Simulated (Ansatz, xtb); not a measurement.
# C5H5FN2O: 3 structures ranked

3 gas-phase structures of C5H5FN2O, from a drawn sample of its isomers (lower ones may exist). Each was relaxed with GFN2-xTB:

A. `COc1nccnc1F`, a singlet
B. `COc1cncc(F)n1`, a singlet
C. `COc1cnc(F)cn1`, a singlet

Task: Estimate their order in r2SCAN-D4/def2-SVP energy at these geometries, lowest first.

Result: Calculated order at r2SCAN-D4/def2-SVP: B (0.0), A (1.9), C (2.0) kcal/mol. Less than 1 kcal/mol parts A and C, so the order within that pair means little.

Energies above the lowest of each column, in kcal/mol; the last columns are at B3LYP-D3(BJ)/def2-SVP geometries:

```csv
structure,GFN2-xTB,HF/STO-3G,r2SCAN-D4/def2-SVP,B3LYP-D3(BJ)/def2-SVP,CCSD(T)/def2-SVP + ΔMP2/def2-TZVPP
B,0.0,0.0,0.0,0.0,0.0
A,2.7,2.8,1.9,1.9,1.3
C,1.3,1.7,2.0,1.8,1.6
```

Every level run on B puts it lowest or level with the lowest. Flexible structures stand in one conformer each, not always the lowest. ΔMP2 is the change of the MP2 energy from the smaller to the larger basis.

Programs: Ansatz 0.2.0, xtb 6.7.1.
